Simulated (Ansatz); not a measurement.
Basis sets compared for the cluster Zn₃S₃ (the lowest singlet isomer of a short search). Total charge 0; singlet. Geometry PBE0-D4/def2-SVP. Ansatz on 4 threads of Intel Xeon Platinum 8259CL on a shared host; times are rough, and most runs start from earlier orbitals.

Cartesian coordinates in Å:
```
Zn -0.461 -0.140 1.570
Zn -1.027 0.654 -1.102
Zn 1.488 -0.514 -0.468
S 1.551 -0.988 1.664
S -2.246 0.777 0.707
S 0.695 0.210 -2.371
```

The 6-31G sets use Cartesian d functions. The structure comes from a short search, and lower isomers may exist.

Binding counts from free atoms (Zn singlet, S triplet) in the same basis, without a counterpoise term.

```csv
level,functions,energy (Eh),HOMO (eV),LUMO (eV),binding per atom (eV),wall time
HF/STO-3G,81,-6451.4333,-3.02,3.89,2.32,8 s
HF/6-31G,126,-6525.1529,-10.01,0.15,1.32,2.2 s
PBE-D4/def2-SVP,147,-6530.5107,-5.80,-2.77,2.48,2.2 s
PBE-D4/def2-TZVP,255,-6531.7295,-6.16,-3.21,2.38,5 s
PBE0-D4/def2-SVP,147,-6530.6911,-7.00,-1.99,2.43,4.2 s
PBE0-D4/def2-TZVP (with forces),255,-6531.8765,-7.28,-2.41,2.37,14 s
BHLYP-D4/def2-TZVP,255,-6532.9036,-8.22,-1.67,2.13,13 s
```

(1) Estimate the rows for PBE-D4/def2-TZVPD, PBE0-D4/def2-TZVPD, BHLYP-D4/def2-TZVPD.

## Answers

(1) 
| level | functions | energy (Eh) | HOMO (eV) | LUMO (eV) | binding per atom (eV) | wall time |
| --- | --- | --- | --- | --- | --- | --- |
| PBE-D4/def2-TZVPD | 291 | -6531.7319 | -6.20 | -3.24 | 2.38 | 8 s |
| PBE0-D4/def2-TZVPD | 291 | -6531.8782 | -7.31 | -2.43 | 2.37 | 18 s |
| BHLYP-D4/def2-TZVPD | 291 | -6532.9053 | -8.26 | -1.69 | 2.13 | 22 s |
